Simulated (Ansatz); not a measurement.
Cost and result for the atomization energy of CH6FGeIn, SMILES `[CH3][In]([F])[GeH3]` (10 atoms, 9 bonds).

```xyz
10

C     1.0196    1.1881    1.6018
In    0.1440    0.4978   -0.2235
F     0.3571    1.8997   -1.5962
Ge   -1.0785   -1.5538   -1.2295
H     0.9154    2.2723    1.6467
H     2.0821    0.9373    1.6027
H     0.5486    0.7303    2.4711
H    -1.5128   -1.2924   -2.6780
H    -0.1519   -2.7830   -1.2039
H    -2.3237   -1.8963   -0.3915
```

Charge 0, multiplicity 1. Correlated methods include outer-core shells of Ge, In, which these sets cover unevenly. Scalar relativity is left out up to krypton. In takes the def2 core potential. The geometry is a stationary point of PBE0-D4/def2-TZVP. Program: Ansatz. All runs use 4 threads of a server CPU on a shared host. Times are those of one run each, without the atoms' runs, and a repeat can differ threefold. Electronic energies, without spin–orbit coupling; frozen cores. CCSD(T)/CBS adds CCSD(T) − MP2 in def2-TZVPP to the MP2 limit, and its time is that of the two runs behind it. T1 = 0.014. With those shells the extrapolation isn't a true limit.

CCSD(T)/CBS is a level of theory with its own doubt, some kJ/mol a heavy atom from the limit and from the frozen cores, so smaller differences don't rank the functionals.

```csv
level,functions,wall time,atomization (kcal/mol),difference from CCSD(T)/CBS,per bond
BLYP-D4/def2-TZVPP,244,2.4 s,708.5,-15.8,-1.7
PBE-D4/def2-TZVPP (with forces),244,2.7 s,720.5,-3.8,-0.4
PBE0-D4/def2-TZVPP,244,3.5 s,711.6,-12.7,-1.4
CAM-B3LYP-D4/def2-TZVPP,244,4.2 s,719.4,-4.9,-0.5
r2SCANh-D4/def2-TZVPP,244,6 s,716.4,-7.9,-0.9
B2PLYP/def2-TZVPP,244,6.5 s,707.9,-16.4,-1.8
B97M-V/def2-TZVPP,244,9 s,722.8,-1.5,-0.2
ωB97X-V/def2-TZVPP,244,9.5 s,723.4,-0.9,-0.1
CCSD(T)/def2-SVP,116,12 s,678.1,-46.2,-5.1
ωB97M-V/def2-TZVPP (with forces),244,14 s,716.8,-7.5,-0.8
MP2/def2-QZVPP,465,22 s,718.6,-5.7,-0.6
CCSD(T)/def2-TZVPP,244,4.6 min,707.4,-16.9,-1.9
CCSD(T)/CBS(def2),–,5 min,724.3,0.0,0.0
```

From BLYP to BHLYP (50 % exact exchange), in def2-TZVPP and without D4, the atomization energy moves by −8.1 kcal/mol: exact exchange takes away binding that semilocal exchange gives to molecules. In def2-TZVPP, CCSD(T) changes the Hartree–Fock value by +181.6 kcal/mol (the triples alone add +9.4 kcal/mol) and MP2 by +182.8 kcal/mol; breaking electron pairs costs correlation energy, which Hartree–Fock lacks. Leaving LDA and LC-ωPBE aside and taking each functional with its dispersion term where it has one, the values, not all of them listed here, spread over 25.5 kcal/mol, from BHLYP-D4 to ωB97X-V. LDA lies +98.0 kcal/mol from PBE without D4, its usual overbinding.

Spin–orbit coupling would lower the free In atoms strongly, and the atomization energy with them, by more than many differences here. For some Ge, Se and Sn compounds the MP2-based and the directly extrapolated limit differ by 10 to 25 kJ/mol.
